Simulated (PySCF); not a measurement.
Coordinates in bohr (charge 0 multiplicity 5):
```
Fe    0.0000    0.0000   -1.8531
S     2.1006    0.0000    1.6208
S    -2.1006    0.0000    1.6208
```

Level of theory: PySCF, UPBE, basis Fe def2-SVP, S def2-SVP (no relativity, density fitting).

This geometry of FeS₂ is a stationary point at this level.

Problem. What is the point group?

Solution. C2v.

Problem. Is it a minimum?

Solution. Yes: all harmonic wavenumbers are real.

Problem. Which band is strongest in the infrared?

Solution. 484 cm⁻¹ (a1), 13 km/mol.

Problem. Give the ideal-gas entropy at 298.15 K and 1 bar by parts.

Solution. translation 168.6, rotation 101.7, vibration 15.6, spin 13.4; total 299.2 J/(mol K).

Problem. What is the atomisation energy, with and without zero-point energy?

Solution. 750 kJ/mol without, 744 kJ/mol with.

Only a few start shapes were tried, so a lower isomer may exist. Other spin states or occupations of the open shell can lie lower. At this level a quintet minimum of C2v symmetry lies 60 kJ/mol below this structure.
